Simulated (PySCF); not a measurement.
# CuCl + HCl → CuH + Cl₂

Level: PBE in the def2-TZVP basis family, all electrons, no relativity, computed in PySCF with density fitting; open shells unrestricted.

```csv
species,state and structure,ZPE (kJ/mol),H(298 K) − H(0) (kJ/mol),S° (J/(mol K))
CuCl,"singlet, C∞v, Cu–Cl 2.067 Å",2.4,9.5,237.2
HCl,"singlet, C∞v, H–Cl 1.289 Å",17.3,8.7,186.8
CuH,"singlet, C∞v, Cu–H 1.477 Å",11.3,8.7,196.3
Cl₂,"singlet, D∞h, Cl–Cl 2.008 Å",3.2,9.2,223.0
```

Question: Is the gas-phase reaction uphill or downhill in electronic energy at this level, and by how much?

Answer: At PBE/def2-TZVP, ΔE = 258.9 kJ/mol, uphill. 

Question: Add zero-point, thermal and entropy terms for 298.15 K and 1 bar.

Answer: ΔZPE = -5.2 and Δ[H(298) − H(0)] = -0.3 kJ/mol give ΔH° = 253.4 kJ/mol. ΔS° = -4.7 J/(mol K), so ΔG° = 253.4 − 298.15 × (-0.0047) = 255 kJ/mol.

Each species is the lowest minimum found with this bonding; other isomers or fragments can lie lower.
